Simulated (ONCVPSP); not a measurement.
# BLYP ONCV dataset for Rb, scalar-relativistic all-electron reference.

Input for ONCVPSP 4.0.1:

```
# ATOM AND REFERENCE CONFIGURATION
# atsym  z   nc   nv     iexc    psfile
  Rb 37.00    6    3  -106131      upf
#
#   n    l    f
    1    0    2.00
    2    0    2.00
    2    1    6.00
    3    0    2.00
    3    1    6.00
    3    2   10.00
    4    0    2.00
    4    1    6.00
    5    0    1.00
#
# PSEUDOPOTENTIAL AND OPTIMIZATION
# lmax
    2
#
#   l,   rc,      ep,       ncon, nbas, qcut
    0    2.10    0.00    4    7    6.80
    1    2.10    0.00    4    8    6.10
    2    1.80    0.09    4    7    4.70
#
# LOCAL POTENTIAL
# lloc, lpopt,  rc(5),   dvloc0
    4    5    1.30    2.00
#
# VANDERBILT-KLEINMAN-BYLANDER PROJECTORs
# l, nproj, debl
    0    2    3.90
    1    2    3.60
    2    2    2.70
#
# MODEL CORE CHARGE
# icmod, fcfact, rcfact
    0    0.00    0.00
#
# LOG DERIVATIVE ANALYSIS
# epsh1, epsh2, depsh
   -3.00    5.00    0.02
#
# OUTPUT GRID
# rlmax, drl
    6.00    0.01
#
# TEST CONFIGURATIONS
# ncnf
    4
# nvcnf
#   n    l    f
    3
    4    0    2.00
    4    1    6.00
    5    0    0.00
#
    3
    4    0    2.00
    4    1    6.00
    5    0    0.50
#
    4
    4    0    2.00
    4    1    6.00
    5    0    0.00
    5    1    1.00
#
    3
    4    0    2.00
    4    1    5.00
    5    0    1.00
#
```

Command:

```bash
oncvpsp.x < Rb.dat > Rb.out
```

Resulting log (shortened: citation, most of the input echo, consistency checks and plot data are left out):

```
ONCVPSP  (Optimized Norm-Conservinng Vanderbilt PSeudopotential)
scalar-relativistic version 4.0.1

#   n    l    f        energy (Ha)
    1    0    2.00    -5.5259916E+02
    2    0    2.00    -7.3809449E+01
    2    1    6.00    -6.5440805E+01
    3    0    2.00    -1.0934676E+01
    3    1    6.00    -8.2519462E+00
    3    2   10.00    -3.8128834E+00
    4    0    2.00    -1.1635123E+00
    4    1    6.00    -5.7716304E-01
    5    0    1.00    -7.9613809E-02

Reference configufation results
  iterations    23
  all-electron total energy (Ha)   -2.98166242D+03

Begin loop to  construct optimized pseudo wave functions
and semi-local pseudopoentials for all angular momenta

Calculating optimized projector #   1

 for l=   0

    Fraction of norm inside rc  0.889865
    Optimizing pswf for qcut=   6.79 a_B^-1,  ecut=  23.06 Ha
    Residual kinetic energy error=  8.45D-08 Ha

    Energy error per electron        Cutoff
         Ha          eV             Ha
         0.01000     0.27211        9.58
         0.00100     0.02721       13.16
         0.00010     0.00272       16.04
         0.00001     0.00027       18.44

Calculating optimized projector #   2

 for l=   0

    Fraction of norm inside rc  0.030668
    Optimizing pswf for qcut=   6.79 a_B^-1,  ecut=  23.06 Ha
    Residual kinetic energy error=  1.34D-08 Ha

    Energy error per electron        Cutoff
         Ha          eV             Ha
         0.01000     0.27211        3.98
         0.00100     0.02721       10.28
         0.00010     0.00272       14.02
         0.00001     0.00027       17.06

   Wellstate for l =  1  n =  7
     eigenvalue =   3.0228
     asymptotic potential =   3.5228
     half-point radius =  4.2020

Calculating optimized projector #   1

 for l=   1

    Fraction of norm inside rc  0.753575
    Optimizing pswf for qcut=   6.10 a_B^-1,  ecut=  18.58 Ha
    Residual kinetic energy error=  1.07D-06 Ha

    Energy error per electron        Cutoff
         Ha          eV             Ha
         0.01000     0.27211        4.77
         0.00100     0.02721        6.98
         0.00010     0.00272       13.23
         0.00001     0.00027       16.10

Calculating optimized projector #   2

 for l=   1

    Fraction of norm inside rc  0.127816
    Optimizing pswf for qcut=   6.10 a_B^-1,  ecut=  18.58 Ha
    Residual kinetic energy error=  4.37D-05 Ha

    Energy error per electron        Cutoff
         Ha          eV             Ha
         0.01000     0.27211        6.54
         0.00100     0.02721       12.41
         0.00010     0.00272       17.18
         0.00001     0.00027       37.56

   Wellstate for l =  2  n =  4
     eigenvalue =   0.0900
     asymptotic potential =   0.5900
     half-point radius =  6.5865

   Wellstate for l =  2  n =  6
     eigenvalue =   2.7900
     asymptotic potential =   3.2900
     half-point radius =  3.6357

Calculating optimized projector #   1

 for l=   2

    Fraction of norm inside rc  0.145050
    Optimizing pswf for qcut=   4.71 a_B^-1,  ecut=  11.09 Ha
    Residual kinetic energy error=  3.14D-04 Ha

    Energy error per electron        Cutoff
         Ha          eV             Ha
         0.01000     0.27211        5.77
         0.00100     0.02721        9.26
         0.00010     0.00272       15.04
         0.00001     0.00027       47.56

Calculating optimized projector #   2

 for l=   2

    Fraction of norm inside rc  0.130496
    Optimizing pswf for qcut=   4.71 a_B^-1,  ecut=  11.09 Ha
    Residual kinetic energy error=  7.98D-03 Ha

    Energy error per electron        Cutoff
         Ha          eV             Ha
         0.01000     0.27211       10.62
         0.00100     0.02721       16.33
         0.00010     0.00272       61.19
         0.00001     0.00027       72.67

Construct Vanderbilt / Kleinmman-Bylander projectors

B matrix Hermiticity error, ll=   0
   1   2    4.5256E-05

  Orthonormal projector coefficients  7.0344E+00  8.3558E-01

B matrix Hermiticity error, ll=   1
   1   2    2.0807E-04

  Orthonormal projector coefficients  3.8725E+00  6.8673E-01

B matrix Hermiticity error, ll=   2
   1   2   -1.1089E-04

  Orthonormal projector coefficients  1.6010E+00  5.2859E-01

Pseudoatom total energy  -24.141850

Diagnostic tests using Vanderbilt-Kleinman-Bylander pseudopotentials
  1 or more projectors used as specified by nproj input data

   l    rcore       rmatch      e in        delta e   norm test  slope test

   0   2.1092679   2.1733098  -1.1635123  -0.0000002   1.0000790   1.0000792
   0   2.1092679   2.1733098  -0.0796138   0.0000007   1.0000224   1.0000194

   1   2.1092679   2.1733098  -0.5771630  -0.0000017   1.0000419   1.0000498
   1   2.1092679   2.1733098   3.0228370   0.0000502   1.0001536   1.0001536

   2   1.8054449   1.8602621   0.0900000   0.0000071   1.0000888   1.0000888
   2   1.8054449   1.8602621   2.7900000   0.0000067   1.0002154   1.0002154

 Testing for bound ghosts
   n   l    E NL Schr. Eq   E Basis Diag.   E Cutoff

   1   0       -1.163513       -1.163498     42.58
   2   0       -0.079613       -0.003311     42.58

   2   1       -0.577165       -0.577016     68.06

 Testing for highly-localized positive-energy ghosts
       l    <radius>/rc     E Basis Diag.   E Cutoff

       0        0.995216        6.909916     42.58  WARNING - GHOST(+)

Test configuration 0

   n   l     f        eae           eps        diff
   1   0  2.0000 -552.59916469
   2   0  2.0000  -73.80944865
   2   1  6.0000  -65.44080531
   3   0  2.0000  -10.93467581
   3   1  6.0000   -8.25194618
   3   2 10.0000   -3.81288344
   4   0  2.0000   -1.16351231   -1.16351251   -2.00D-07
   4   1  6.0000   -0.57716304   -0.57716476   -1.72D-06
   5   0  1.0000   -0.07961381   -0.07961307    7.42D-07

    Total energies and differences
      AE_ref= -2.98166242D+03  AE_tst= -2.98166242D+03  dif=  0.00D+00
      PS_ref= -2.41418504D+01  PS_tst= -2.41418504D+01  dif=  0.00D+00
      PSP excitation error=  0.00D+00

Test configuration 1

   n   l     f        eae           eps        diff
   1   0  2.0000 -552.81542798
   2   0  2.0000  -74.02553693
   2   1  6.0000  -65.65688029
   3   0  2.0000  -11.15060185
   3   1  6.0000   -8.46784937
   3   2 10.0000   -4.02874939
   4   0  2.0000   -1.37757774   -1.37759337   -1.56D-05
   4   1  6.0000   -0.78920756   -0.78921977   -1.22D-05

    Total energies and differences
      AE_ref= -2.98166242D+03  AE_tst= -2.98150831D+03  dif=  1.54D-01
      PS_ref= -2.41418504D+01  PS_tst= -2.39877366D+01  dif=  1.54D-01
      PSP excitation error= -4.01D-06

Test configuration 2

   n   l     f        eae           eps        diff
   1   0  2.0000 -552.69963872
   2   0  2.0000  -73.90985928
   2   1  6.0000  -65.54121087
   3   0  2.0000  -11.03502798
   3   1  6.0000   -8.35228993
   3   2 10.0000   -3.91321336
   4   0  2.0000   -1.26319276   -1.26319973   -6.97D-06
   4   1  6.0000   -0.67610813   -0.67611451   -6.38D-06
   5   0  0.5000   -0.15328281   -0.15328060    2.20D-06

    Total energies and differences
      AE_ref= -2.98166242D+03  AE_tst= -2.98160454D+03  dif=  5.79D-02
      PS_ref= -2.41418504D+01  PS_tst= -2.40839671D+01  dif=  5.79D-02
      PSP excitation error= -1.86D-06

Test configuration 3

   n   l     f        eae           eps        diff
   1   0  2.0000 -552.65320129
   2   0  2.0000  -73.86353207
   2   1  6.0000  -65.49484603
   3   0  2.0000  -10.98880192
   3   1  6.0000   -8.30605572
   3   2 10.0000   -3.86697467
   4   0  2.0000   -1.21694617   -1.21692323    2.29D-05
   4   1  6.0000   -0.62951091   -0.62949091    2.00D-05
   5   1  1.0000   -0.04381917   -0.04382132   -2.15D-06

    Total energies and differences
      AE_ref= -2.98166242D+03  AE_tst= -2.98160286D+03  dif=  5.96D-02
      PS_ref= -2.41418504D+01  PS_tst= -2.40823061D+01  dif=  5.95D-02
      PSP excitation error=  1.38D-05

Test configuration 4

   n   l     f        eae           eps        diff
   1   0  2.0000 -553.07431600
   2   0  2.0000  -74.27833425
   2   1  6.0000  -65.91056169
   3   0  2.0000  -11.39796460
   3   1  6.0000   -8.71508782
   3   2 10.0000   -4.27540464
   4   0  2.0000   -1.57815354   -1.57852980   -3.76D-04
   4   1  5.0000   -0.96981832   -0.96984454   -2.62D-05
   5   0  1.0000   -0.29662866   -0.29665431   -2.57D-05

    Total energies and differences
      AE_ref= -2.98166242D+03  AE_tst= -2.98089429D+03  dif=  7.68D-01
      PS_ref= -2.41418504D+01  PS_tst= -2.33735240D+01  dif=  7.68D-01
      PSP excitation error= -1.93D-04
```

The run took about 2.8 s on one core of a shared server CPU.
